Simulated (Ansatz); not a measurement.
Start from `[OH][Ga]([F])[F]` and change one element to get `[F][Ga]([F])[SH]`.

Ansatz, PBE0-D4/def2-TZVP geometries, multiplicity 1. Each molecule was computed in one conformer, which needn't be the lowest.

Scalar relativity is left out up to krypton.

```tsv
property	`[OH][Ga]([F])[F]`
HOMO–LUMO gap (PBE0/def2-TZVPP) / eV	8.21
size of the dipole moment (PBE/def2-TZVPP) / D	2.01
size of the dipole moment (ωB97M-V/def2-TZVPP) / D	2.02
HOMO energy (PBE0/def2-TZVPP) / eV	-9.99
LUMO energy (PBE0/def2-TZVPP) / eV	-1.78
LUMO energy (ωB97M-V/def2-TZVPP) / eV	0.12
```

(1) Give the same properties after the change, and the shifts. (Estimate.)

## Answers

(1) Computed: 
| property | `[F][Ga]([F])[SH]` | shift |
| --- | --- | --- |
| HOMO–LUMO gap (PBE0/def2-TZVPP) / eV | 6.96 | -1.25 |
| size of the dipole moment (PBE/def2-TZVPP) / D | 2.18 | 0.17 |
| size of the dipole moment (ωB97M-V/def2-TZVPP) / D | 2.21 | 0.19 |
| HOMO energy (PBE0/def2-TZVPP) / eV | -8.62 | 1.37 |
| LUMO energy (PBE0/def2-TZVPP) / eV | -1.66 | 0.12 |
| LUMO energy (ωB97M-V/def2-TZVPP) / eV | 0.26 | 0.14 |

With PBE0 the HOMO rises by 1.37 eV and the LUMO rises by 0.12 eV, so the gap narrows by about 1.25 eV. PBE moves the HOMO by 0.90 eV and ωB97M-V by 1.68 eV. Dipoles are sizes alone; their direction can turn.
